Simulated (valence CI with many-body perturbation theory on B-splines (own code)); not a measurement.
# Questions on Tl42+

Method: valence CI with perturbative core correlation (CI+MBPT): three valence electrons over a frozen Dirac-Fock core [Kr], radial functions for each j: 7 s, 7 p, 8 d, 6 f, 4 g, 1 h, with the one-electron correlation potential Σ1, the two-electron term Σ2, the three-electron term Σ3, Breit, model QED; selected CI, second order for the rest, scaled by the run's own slope (own B-spline code, finite nucleus).

The last digits are not significant, and no measured levels were compared; by estimate large intervals hold to a few tenths of a per cent, small ones and those within an open d or f shell to about a per cent. The list stops below the first excitations out of the core.

Levels are named by their leading jj configuration (3d3/2^4 stands for four electrons in 3d with j = 3/2), which in mixed levels can hold well under half, so a name can repeat and another be missing.

Rates and lifetimes use the calculated energies. Strong lines usually hold to 10 to 20 %, long lifetimes can be off by a factor of two.

**Question.** What is the ground level?

**Answer.** (4d3/2^3) J=3/2, composition 45 % 4d³ ⁴F + 39 % 4d³ ²D + 11 % 4d³ ²P, g = 0.720.

**Question.** How well does LS coupling describe the low levels?

**Answer.** Among the lowest 19 levels the leading LS term, summed over configurations, holds 56 % on average. For single configurations the figures are 56 % in LS and 98 % in jj coupling. Terms mix most in the J = 3/2 level at 232240 cm⁻¹, where the leading one holds 39 %.

**Question.** What is the ionisation energy?

**Answer.** 2076.3 eV; NIST lists 2075 ± 4 eV (theoretical).
